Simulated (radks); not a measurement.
Values are calculated unless marked as measured or tabulated.
Species: Sb4+. Configuration: [Kr] 4d8 5s1 5p2 (not the ground configuration). Level of theory: scalar-relativistic Kohn-Sham, AM05, spin-polarised, spherical densities, point nucleus; open shells are filled with parallel spins first (spin-orbit coupling, left out, can overturn this in heavy ions) (a radial shooting solver on a logarithmic mesh with Libxc functionals).

Normalised radial functions P(r) = r R(r), r in bohr:

```
   r/bohr * 4p down, o 5s down (the largest magnitude, 1.25, reaches the edge; | marks zero, & curves that meet)
 0.003472                             *o
 0.004593                             * o
 0.006078                             |*o
 0.008042                             |*o
  0.01064                             |* o
  0.01408                             | *o
  0.01863                             |  &
  0.02465                             | o  *
  0.03261                             o      *
  0.04349                            o|        *
  0.05755                          o  |         *
  0.07614                        o    |        *
   0.1007                         o   |     *
   0.1333                           *o|
   0.1764                   *         |   o
   0.2334              *              |      o
   0.3088                  *          |    o
   0.4086                           o | *
   0.5406                    o        |                 *
   0.7153                    o        |                          *
   0.9464                             |o                      *
    1.262                             |            &
     1.67                             |    *             o
     2.21                             |*             o
    2.924                             *       o
    3.869                             * o
    5.119                             &
    6.773                             &
```

4p down: eigenvalue -158.39 eV, 2 radial nodes at r = 0.126, 0.394 bohr, <r> = 0.836 bohr, 90 % of the charge inside 1.22 bohr. 5s down (empty): eigenvalue -53.182 eV, 4 radial nodes at r = 0.0354, 0.141, 0.377, 0.924 bohr, <r> = 1.86 bohr, 90 % of the charge inside 2.66 bohr.
